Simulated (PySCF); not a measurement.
# Working out the ionisation energy of Ne²⁺

Ne²⁺ [He] 2s2 2p4 (3P) → Ne³⁺ [He] 2s2 2p3 (4S). Calculation: PySCF 2.14, in cc-pVDZ-DK; scalar relativity by spin-free X2C-1e. Frozen: 1s2. Energies in hartree (1 hartree = 27.21139 eV):

| part | Ne²⁺ (lower) | Ne³⁺ (upper) |
| --- | --- | --- |
| UHF | -126.455444 | -124.187834 |
| CCSD correlation | -0.106252 | -0.080391 |
| (T) | -0.000641 | -0.000269 |

**Question.** What does Hartree-Fock give?

**Answer.** (-124.187834) − (-126.455444) = 2.267610 hartree = 61.705 eV.

**Question.** What do CCSD and CCSD(T) give?

**Answer.** The CCSD correlation energies differ by 0.025861 hartree = 0.704 eV and the triples by 0.000372 hartree = 0.010 eV, so CCSD gives 62.409 eV and CCSD(T) 62.419 eV.

Reference: 63.423 eV (measured; NIST Atomic Spectra Database, ionization energies), between the lowest levels; spin-orbit coupling is absent from the calculation.

A double-zeta basis recovers only part of the correlation energy.

What remains against the reference includes basis incompleteness, the frozen core and higher excitations.
